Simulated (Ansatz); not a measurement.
This geometry of C$_{2}$H$_{8}$N$_{2}$OSi (14 atoms, charge 0, multiplicity 1) is a first-order saddle point.

Computed with RHF/def2-SVP (Ansatz).

```xyz
14
Properties=species:S:1:pos:R:3
N -2.761 0.674 0.450
C -1.611 -0.026 0.276
C -0.363 0.459 0.182
Si 1.102 -0.642 -0.037
N 2.091 0.031 -1.281
O 2.083 -0.835 1.287
H -2.752 1.669 0.522
H -3.643 0.215 0.482
H -1.776 -1.097 0.213
H -0.234 1.539 0.247
H 0.600 -2.015 -0.281
H 1.674 0.470 -2.078
H 2.975 -0.377 -1.515
H 2.603 -0.096 1.561
```

Task: Which two structures does it join? (They come from a converged band through this point; their orientation in space is the band's.)

Result: No bond is made or broken. The height of N1 over the plane of its neighbours goes from -0.21 to 0.20 Å.

First end point:

```xyz
14
Properties=species:S:1:pos:R:3
N -2.786 0.691 0.307
C -1.623 -0.027 0.214
C -0.374 0.453 0.164
Si 1.099 -0.646 -0.036
N 2.095 0.022 -1.276
O 2.062 -0.810 1.306
H -2.714 1.647 0.590
H -3.589 0.219 0.664
H -1.792 -1.097 0.134
H -0.245 1.532 0.242
H 0.611 -2.025 -0.271
H 1.683 0.466 -2.073
H 2.980 -0.388 -1.507
H 2.580 -0.067 1.571
```

Last end point:

```xyz
14
Properties=species:S:1:pos:R:3
N -2.754 0.671 0.576
C -1.608 -0.037 0.331
C -0.366 0.448 0.199
Si 1.102 -0.650 -0.041
N 2.072 0.038 -1.292
O 2.093 -0.841 1.275
H -2.722 1.662 0.452
H -3.622 0.249 0.323
H -1.775 -1.109 0.280
H -0.237 1.529 0.257
H 0.608 -2.024 -0.288
H 1.649 0.486 -2.080
H 2.960 -0.359 -1.533
H 2.587 -0.092 1.571
```

Task: How far does it lie above each of them?

Result: 1.5 kJ/mol above the first and 1.1 kJ/mol above the second. This is the barrier of this one path; another mechanism may lie lower.

Run time: 2.1 min on 2 threads of Intel(R) Xeon(R) 6975P-C (Granite Rapids), with other jobs on the host, peak memory 0.32 GiB.
